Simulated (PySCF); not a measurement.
MnBr2, SMILES [Br][Mn][Br] (connectivity only; charge and spin as stated), neutral, multiplicity 6. Atoms are numbered in the order given.

```xyz
3

Mn     0.0000     0.0000     0.0000
Br     0.0000     0.0000    -2.3158
Br     0.0000     0.0000     2.3158
```
Charge 0, spin multiplicity 6.

The structure is a stationary point at PBE-D3(BJ)/def2-SVP. The multiplicity is an assumed one; other spin states were not compared.

All values below come from PBE-D3(BJ)/def2-SVP (PySCF).

Frequencies are harmonic and unscaled.

Modes within 1.5 cm⁻¹ of each other (mostly degenerate sets) share a row, with their intensities summed.

```json
[
 {"mode": "1–2", "ν (cm⁻¹)": "51", "IR (km/mol)": "23.0", "moving atoms (share of kinetic energy)": "Mn 74 %, Br 26 %"},
 {"mode": "3", "ν (cm⁻¹)": "205", "IR (km/mol)": "0.0", "moving atoms (share of kinetic energy)": "Br 100 %"},
 {"mode": "4", "ν (cm⁻¹)": "392", "IR (km/mol)": "106.0", "moving atoms (share of kinetic energy)": "Mn 74 %, Br 26 %"}
]
```
